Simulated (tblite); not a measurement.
Compound: C7H14OSi.
SMILES with atom numbers: `[CH2:1]=[C:2]([CH3:3])[C@@H:4]1[CH2:5][SiH2:6][C@@H:7]1[O:8][CH3:9]` (hydrogens: H10, H11 on C1; H12, H13, H14 on C3; H15 on C4; H16, H17 on C5; H18, H19 on Si6; H20 on C7; H21, H22, H23 on C9)

A start from a force field or distance geometry was refined with GFN2-xTB geometry optimisation, gas phase in tblite. Values at the start:

| coordinate | start |
| --- | --- |
| C1=C2 | 1.331 Å |
| C1–H10 | 1.095 Å |
| C1–H11 | 1.086 Å |
| C2–C3 | 1.514 Å |
| C3–H12 | 1.082 Å |
| C4–C5 | 1.586 Å |
| C4–C7 | 1.590 Å |
| C4–H15 | 1.099 Å |
| C5–Si6 | 1.901 Å |
| C5–H16 | 1.097 Å |
| Si6–C7 | 1.935 Å |
| Si6–H18 | 1.485 Å |
| Si6–H19 | 1.490 Å |
| C7–O8 | 1.459 Å |
| C7–H20 | 1.089 Å |
| O8–C9 | 1.413 Å |
| C1–C2–C4 | 118.2° |
| C2–C4–C5 | 116.0° |
| C3–C2–C4 | 119.7° |
| C4–C5–Si6 | 87.6° |
| C4–C7–Si6 | 86.3° |
| C5–C4–C7 | 95.1° |
| Si6–C7–O8 | 112.6° |
| C7–O8–C9 | 116.1° |

**Question.** How do these coordinates change at the GFN2-xTB level?

**Answer.** 
```csv
coordinate,GFN2-xTB (Å or °),change
C7–O8,1.409,-0.050
C4–C5,1.552,-0.034
Si6–H19,1.459,-0.031
C4–C7,1.566,-0.024
Si6–H18,1.464,-0.021
C1–H10,1.077,-0.018
C2–C3,1.497,-0.017
Si6–C7,1.922,-0.013
C7–H20,1.102,+0.013
C5–Si6,1.913,+0.012
C5–H16,1.088,-0.009
C1–H11,1.078,-0.008
O8–C9,1.406,-0.007
C3–H12,1.088,+0.006
C1=C2,1.326,-0.005
C4–H15,1.094,-0.005
C4–C7–Si6,91.4,+5.1
C4–C5–Si6,92.1,+4.5
Si6–C7–O8,116.6,+4.0
C2–C4–C5,112.7,-3.3
C5–C4–C7,98.0,+2.9
C1–C2–C4,120.9,+2.7
C3–C2–C4,117.5,-2.2
C7–O8–C9,114.1,-2.0
```

The energy falls by 11.5 kcal/mol over 223 L-BFGS steps, the largest force on an atom goes from 1.93 to 0.009 eV/Å, and the atoms move by 0.989 Å rms after alignment. The bond that changes most is C7–O8 (sp3 carbon bound to oxygen to ether oxygen), which shortens by 0.050 Å. Bonds longer at the end by more than 0.005 Å: 4 of 23; shorter: 16. Among the dihedrals that turn most is H15–C4–C5–H16, from -164° to -106°. Rotational constants go from 1678, 1139, 856.0 to 1644, 1295, 932.1 MHz.

Its GFN2-xTB frequencies are all real (lowest 72 cm⁻¹). The numbers are those of one conformer.

All values are computed, not measured.
